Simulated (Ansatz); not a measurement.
Two isomers of C2H6SSi: A = `C[SiH]1CS1`, B = `[SiH3]CC=S`.

Computed with Ansatz on PBE0-D4/def2-TZVP structures; ΔE is electronic, products minus reactants. CCSD(T)/CBS adds triple-zeta CCSD(T) − MP2 to the extrapolated MP2 energy (def2 sets, frozen cores). Functionals use def2-TZVPP. Each species was taken in one conformer, which may not be the lowest.

A:

Z-matrix (Å, degrees):
```
C
Si 1 1.856
H 1 1.092 2 110.6
H 1 1.091 2 110.1 3 119.9
H 1 1.093 2 110.6 3 -119.6
C 2 1.839 1 120.9 3 -150.2
S 2 2.090 1 120.2 3 -83.7
H 2 1.481 1 113.5 3 62.0
H 6 1.086 2 120.0 1 3.0
H 6 1.086 2 120.5 1 -147.5
```

B:

Z-matrix (Å, degrees):
```
Si
C 1 1.901
H 1 1.482 2 109.2
H 1 1.486 2 108.7 3 -120.4
H 1 1.486 2 109.5 3 120.2
C 2 1.471 1 109.3 3 -64.8
H 2 1.095 1 106.6 3 174.6
H 2 1.092 1 107.4 3 56.5
S 6 1.614 2 126.3 1 96.4
H 6 1.094 2 114.7 1 -80.9
```

Which isomer does CCSD(T)/CBS put lower? Give the gap. (Best estimate.)

The calculation gave: A, by 27.3 kcal/mol.

Give E(B) − E(A) in kcal/mol with B2PLYP, MP2/def2-TZVPP, ωB97M-V, HF/def2-TZVPP, BLYP-D4, CCSD(T)/def2-SVP, PBE0-D4. (Estimate.)

The calculation gave: B2PLYP 25.5, MP2/def2-TZVPP 28.4, ωB97M-V 28.6, HF/def2-TZVPP 22.8, BLYP-D4 22.2, CCSD(T)/def2-SVP 18.8, PBE0-D4 30.4. None reverses the order clearly.

Does the order hold for the free energy at 298.15 K (harmonic terms from PBE0-D4)? (Best estimate.)

The calculation gave: Yes: G(B) − G(A) = +23.9 kcal/mol, for one conformer each.

Largest T1 diagnostic: 0.016.

From PBE to PBE0 (25 % exact exchange), in def2-TZVPP and without D4, E(B) − E(A) moves by +2.0 kcal/mol. At CCSD(T), def2-SVP lies −8.5 kcal/mol from the extrapolated value and def2-TZVPP −1.7 kcal/mol.
